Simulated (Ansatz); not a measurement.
Cost and result for the atomization energy of CH$_{5}$F$_{3}$GaN, SMILES `C[NH2+][Ga-]([F])([F])[F]` (11 atoms, 10 bonds).

```xyz
11

C    -1.3700    0.1884    0.1882
N     0.0163    0.6932    0.2413
Ga    1.3678   -0.7064   -0.3692
F     1.0409   -1.9839    0.7955
F     2.8839    0.1631   -0.1925
F     0.7990   -0.9926   -2.0093
H    -2.0853    0.9435    0.5164
H    -1.4423   -0.6908    0.8266
H    -1.5907   -0.1085   -0.8359
H     0.1219    1.5149   -0.3466
H     0.2584    0.9790    1.1856
```

Total charge 0; spin multiplicity 1. Correlated methods include outer-core shells of Ga, which these sets cover unevenly. Scalar relativity is left out up to krypton. All single points use the PBE0-D4/def2-TZVP geometry. It is one conformer, not always the lowest. Program: Ansatz. All runs use 4 threads of an Arm Neoverse V2 on a shared host. Times are those of one run each, without the atoms' runs, and a repeat can differ threefold. Electronic energies, without spin–orbit coupling; frozen cores. CCSD(T)/CBS adds CCSD(T) − MP2 in def2-TZVPP to the MP2 limit, and its time is that of the two runs behind it. T1 = 0.012. With those shells the extrapolation isn't a true limit.

CCSD(T)/CBS is a level of theory with its own doubt, some kJ/mol a heavy atom from the limit and from the frozen cores, so smaller differences don't rank the functionals.

```
                             level  functions  wall time  atomization (kcal/mol)  difference from CCSD(T)/CBS  per bond
              revPBE-D4/def2-TZVPP        273      2.2 s                   947.8                        -19.1      -1.9
                BLYP-D4/def2-TZVPP        273      2.2 s                   957.9                         -9.0      -0.9
           CAM-B3LYP-D4/def2-TZVPP        273      4.1 s                   966.5                         -0.4       0.0
r2SCAN-D4/def2-TZVPP (with forces)        273        5 s                   961.4                         -5.5      -0.5
             r2SCANh-D4/def2-TZVPP        273      5.5 s                   952.7                        -14.2      -1.4
                 B2PLYP/def2-TZVPP        273      6.5 s                   952.4                        -14.5      -1.4
               PBE-QIDH/def2-TZVPP        273        7 s                   953.0                        -13.9      -1.4
                 B97M-V/def2-TZVPP        273        9 s                   956.9                        -10.0      -1.0
                ωB97X-V/def2-TZVPP        273        9 s                   964.5                         -2.4      -0.2
                  CCSD(T)/def2-SVP        127       17 s                   914.5                        -52.4      -5.2
                    MP2/def2-QZVPP        524       31 s                   983.8                         16.9       1.7
                CCSD(T)/def2-TZVPP        273    7.8 min                   943.9                        -23.0      -2.3
                 CCSD(T)/CBS(def2)          –    8.3 min                   966.9                          0.0       0.0
```

Leaving LDA and LC-ωPBE aside and taking each functional with its dispersion term where it has one, the values, not all of them listed here, spread over 54.0 kcal/mol, from BHLYP-D4 to PBE-D4. LDA lies +135.7 kcal/mol from PBE without D4, its usual overbinding. From r2SCAN to r2SCAN0 (25 % exact exchange), in def2-TZVPP and without D4, the atomization energy moves by −21.2 kcal/mol: exact exchange takes away binding that semilocal exchange gives to molecules. The D4 term adds +8.1 kcal/mol with B3LYP and +4.2 kcal/mol with PBE0; it sums over pairs of atoms, weighted by their polarisabilities, and B3LYP, whose exchange is more repulsive, gets the larger term.

B3LYP here is the variant with VWN-RPA as its local correlation; programs differ in this.
